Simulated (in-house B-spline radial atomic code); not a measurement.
**Ionising Ga9+ with different functionals**

Computed with a B-spline radial code for spherical atoms: non-relativistic Hamiltonian, point nucleus, spin-polarised at highest spin, spherical fractional occupations for the functionals, the average over the highest-spin determinants for Hartree-Fock. The ionisation energy is the difference of two self-consistent energies, [Ar] 3d4 → [Ar] 3d3, without Breit or QED terms; ε is the level of the shell that loses the electron (its least bound occupied spin orbital). There is no spin-orbit coupling in this Hamiltonian.

Hybrids are left out here: with spherical fractional occupations of an open shell their exact exchange keeps a self-interaction that integer-occupation calculations don't have.

| method | rung | ΔSCF (eV) | -ε(3d) (eV) |
| --- | --- | --- | --- |
| Hartree-Fock | Hartree-Fock | 245.74 | 247.89 |
| LDA VWN5 | LDA | 246.54 | 229.14 |
| LDA PW92 | LDA | 246.53 | 229.13 |
| LDA exchange-only | LDA | 244.57 | 227.21 |
| PBE | GGA | 246.35 | 228.96 |
| PBEsol | GGA | 246.29 | 228.90 |
| BLYP | GGA | 246.24 | 228.83 |
| RPBE | GGA | 246.31 | 228.92 |
| PW91 | GGA | 246.52 | 229.13 |
| BP86 | GGA | 246.37 | 228.97 |
| AM05 | GGA | 246.34 | 228.95 |
| OLYP | GGA | 247.56 | 230.15 |
| TPSS | meta-GGA | 246.23 | 228.88 |
| SCAN | meta-GGA | 247.26 | 230.07 |
| r2SCAN | meta-GGA | 247.25 | 230.07 |
| M06-L | meta-GGA | 247.33 | 230.14 |
| revTPSS | meta-GGA | 246.16 | 228.82 |

Question: How do they compare with the NIST value?

Answer: NIST lists 244 eV ± 2.5 (tabulated theory, ground level to ground level). Errors run from +0.57 to +3.56 eV; all lie within about twice that uncertainty, so the table can't rank the methods. Hartree-Fock also lacks correlation.
